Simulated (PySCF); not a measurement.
An unknown is described by computed data only.

Elements present: C, H, O and Si. Monoisotopic mass: 112.0344 u.

| Item | Value |
| --- | --- |
| NMR, other nuclei | isotropic shieldings of nuclei other than C and H, by class: 214 (1 O), 404 (1 Si) ppm [GIAO PBE0/pcSseg-1] |
| 13C NMR | chemical shifts (computed TMS as zero) by class: 157.5 (1 C), 116.0 (1 C), 96.1 (1 C), 81.7 (1 C), 5.8 (1 C) ppm [GIAO PBE0/pcSseg-1] |
| Polarisability | 89.5 au [wB97X-D/def2-SVPD] |
| Valence photoelectron | vertical ionisation energy: 9.00 eV [ΔSCF wB97X-D/def2-SVPD] |
| Rotational structure | rotational constants A, B, C: 3.569, 1.141, 0.929 GHz [PBE0-D3(BJ)/def2-SVP] |
| UV, strongest line | among the 10 lowest singlet transitions: S6 at 6.97 eV (178 nm, f = 0.126) [TDDFT wB97X-D/def2-SVPD] |
| Triplet | lowest triplet excitation (Tamm–Dancoff): 4.44 eV [TDA wB97X-D/def2-SVPD] |
| 1H NMR | chemical shifts (computed TMS as zero) by class: 6.55 (1 H), 4.88 (2 H), 4.61 (1 H), 4.29 (1 H), 2.00 (3 H) ppm [GIAO PBE0/pcSseg-1] |
| Dipole | 2.25 D [wB97X-D/def2-SVPD] |

Gas-phase values; electronic properties from PySCF, density fitting. Levels stand in brackets. The structure is a single PBE0-D3(BJ)/def2-SVP conformer in the gas phase; no vibrational or solvent corrections. NMR classes are plain means over equivalent atoms (diastereotopic ones count apart unless rotation or inversion swaps them), as if these changed places fast.

Problem. Which formula fits the mass and the elements?

Solution. C5H8OSi (calculated 112.0344). No other formula that holds each of these elements comes within 0.0003 u with a fitting electron parity and a possible valence count.

Problem. What is the compound? Reason from the data.

Solution. Numbering: `[CH2:1]=[CH:2][O:3][SiH2:4][C:5]#[C:6][CH3:7]`. Its formula, C5H8OSi, gives 3 degrees of unsaturation: 0 rings and 3 π bonds in the structure found. 5 carbons fall into 5 classes; from least to most shielded: vinylic carbon bearing oxygen [C2] (157.5 ppm), alkyne carbon [C6] (116.0 ppm), terminal =CH2 carbon [C1] (96.1 ppm), alkyne carbon [C5] (81.7 ppm), propargylic carbon [C7] (5.8 ppm). Hydrogen classes from least to most shielded: 1 H on a vinylic carbon bearing oxygen, C2 (6.55 ppm), 2 H on an oxygen-bound silicon, Si4 (4.88 ppm), 1 H on a terminal =CH2 carbon, C1 (4.61 ppm), 1 H on a terminal =CH2 carbon, C1 (4.29 ppm), 3 H on a propargylic carbon, C7 (2.00 ppm). The other shieldings belong to: 214 ppm, silyl ether oxygen [O3]; 404 ppm, oxygen-bound silicon [Si4]. The first electron is taken from the HOMO, whose largest Löwdin shares are 0.38 on the terminal =CH2 carbon, 0.27 on the vinylic carbon bearing oxygen and 0.23 on the silyl ether oxygen. The optimised geometry has point group C1 and is an asymmetric top. Structure: `[SiH2](OC=C)C#CC`. Computed isomers that give other values at the same levels: `CC#C/C=C\O[SiH3]` (13C chemical shifts (computed TMS as zero) by class: 159.9 (1 C), 98.1 (1 C), 92.6 (1 C), 80.0 (1 C), 5.9 (1 C) ppm); `CC#C/C=C/O[SiH3]` (13C chemical shifts (computed TMS as zero) by class: 164.6 (1 C), 95.3 (1 C), 93.2 (1 C), 79.8 (1 C), 5.7 (1 C) ppm); `COC1=CC=C[SiH2]1` (13C chemical shifts (computed TMS as zero) by class: 179.3 (1 C), 159.7 (1 C), 116.4 (1 C), 113.1 (1 C), 56.5 (1 C) ppm). The assignments are read from this structure; whether some other isomer fits the data as well wasn't checked.

The values belong to the conformer `[CH2:1]=[CH:2][O:3][SiH2:4][C:5]#[C:6][CH3:7]`: C1–C2–O3–Si4 7°, C2–O3–Si4–C5 -65°.
